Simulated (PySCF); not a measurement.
**Working out the ionisation energy of Ne²⁺**

Ne²⁺ [He] 2s2 2p4 (3P) → Ne³⁺ [He] 2s2 2p3 (4S). Computed with PySCF 2.14 in x2c-TZVPPall (5s3p2d1f, 31 functions), with scalar relativity by spin-free X2C-1e. Frozen: nothing. Energies in hartree (1 hartree = 27.21139 eV):

| part | Ne²⁺ (lower) | Ne³⁺ (upper) |
| --- | --- | --- |
| UHF | -126.513666 | -124.240838 |
| MP2 opposite-spin | -0.123526 | -0.087121 |
| MP2 same-spin | -0.035533 | -0.029067 |

What does Hartree-Fock give?

(-124.240838) − (-126.513666) = 2.272828 hartree = 61.847 eV.

What do MP2 and SCS-MP2 (6/5 opposite-spin, 1/3 same-spin) give?

The opposite-spin parts differ by 0.991 eV and the same-spin parts by 0.176 eV. MP2: 61.847 + (0.991) + (0.176) = 63.014 eV. SCS-MP2: 61.847 + 1.2 × (0.991) + (0.176)/3 = 63.095 eV.

A first-order spin-orbit estimate adds 0.038 eV to MP2 (valence and next inner shell), giving 63.052 eV against 63.423 eV (measured; NIST Atomic Spectra Database, ionization energies).

What remains against the reference includes basis incompleteness and correlation beyond second order.
